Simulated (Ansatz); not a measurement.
Cost and result for the atomization energy of C₂H₄GaNO (`[CH3][GaH][N]=C=O`) (9 atoms, 8 bonds).

| atom | x (Å) | y (Å) | z (Å) |
| --- | --- | --- | --- |
| C1 | -0.077 | 1.634 | 0.372 |
| Ga2 | 0.910 | -0.038 | 0.195 |
| N3 | -0.094 | -1.472 | -0.375 |
| C4 | -0.797 | -2.359 | -0.749 |
| O5 | -1.483 | -3.233 | -1.115 |
| H6 | -0.838 | 1.527 | 1.150 |
| H7 | -0.597 | 1.856 | -0.563 |
| H8 | 0.571 | 2.472 | 0.628 |
| H9 | 2.405 | -0.386 | 0.456 |

Total charge 0; spin multiplicity 1. Correlated methods include outer-core shells of Ga, which these sets cover unevenly. Scalar relativity is left out up to krypton. Geometry: relaxed with PBE0-D4/def2-TZVP. It is one conformer, not always the lowest. Program: Ansatz. All runs use 4 threads of a server CPU on a shared host. Times are those of one run each, without the atoms' runs, and a repeat can differ threefold. Electronic energies, without spin–orbit coupling; frozen cores. CCSD(T)/CBS adds CCSD(T) − MP2 in def2-TZVPP to the MP2 limit, and its time is that of the two runs behind it. T1 = 0.015. With those shells the extrapolation isn't a true limit. B3LYP takes the VWN-RPA correlation (the form of Gaussian; ORCA's B3LYP/G). HSE06 is the plane-wave form, built on full-range PBE exchange.

CCSD(T)/CBS is a level of theory with its own doubt, some kJ/mol a heavy atom from the limit and from the frozen cores, so smaller differences don't rank the functionals.

```csv
level,functions,wall time
revPBE-D4/def2-TZVPP,228,2 s
PBE-D4/def2-TZVPP (with forces),228,2.3 s
BHLYP-D4/def2-TZVPP,228,2.9 s
HSE06-D4/def2-TZVPP,228,2.9 s
B3LYP-D4/def2-TZVPP (with forces),228,4.2 s
r2SCAN-D4/def2-TZVPP (with forces),228,4.8 s
PBE-QIDH/def2-TZVPP,228,5.5 s
CCSD(T)/def2-SVP,108,8 s
B97M-V/def2-TZVPP,228,8.5 s
ωB97M-V/def2-TZVPP (with forces),228,11 s
MP2/def2-QZVPP,437,20 s
CCSD(T)/def2-TZVPP,228,2.7 min
CCSD(T)/CBS(def2),–,3 min
```

What atomization energy does each give, and how far from CCSD(T)/CBS? (Best estimate.)

Computed: 
```csv
level,atomization (kJ/mol),difference from CCSD(T)/CBS,per bond
revPBE-D4/def2-TZVPP,3561.5,22.1,2.8
PBE-D4/def2-TZVPP (with forces),3670.4,131.0,16.4
BHLYP-D4/def2-TZVPP,3395.1,-144.3,-18.0
HSE06-D4/def2-TZVPP,3566.1,26.7,3.3
B3LYP-D4/def2-TZVPP (with forces),3544.9,5.5,0.7
r2SCAN-D4/def2-TZVPP (with forces),3569.5,30.1,3.8
PBE-QIDH/def2-TZVPP,3531.6,-7.8,-1.0
CCSD(T)/def2-SVP,3357.8,-181.6,-22.7
B97M-V/def2-TZVPP,3562.2,22.8,2.8
ωB97M-V/def2-TZVPP (with forces),3549.7,10.3,1.3
MP2/def2-QZVPP,3612.1,72.7,9.1
CCSD(T)/def2-TZVPP,3449.8,-89.6,-11.2
CCSD(T)/CBS(def2),3539.4,0.0,0.0
```

From r2SCAN to r2SCAN0 (25 % exact exchange), in def2-TZVPP and without D4, the atomization energy moves by −91.8 kJ/mol: exact exchange takes away binding that semilocal exchange gives to molecules. In def2-TZVPP, CCSD(T) changes the Hartree–Fock value by +1002.2 kJ/mol (the triples alone add +74.6 kJ/mol) and MP2 by +1111.5 kJ/mol; breaking electron pairs costs correlation energy, which Hartree–Fock lacks. The D4 term adds +26.8 kJ/mol with B3LYP and +14.1 kJ/mol with PBE0; it sums over pairs of atoms, weighted by their polarisabilities, and B3LYP, whose exchange is more repulsive, gets the larger term.
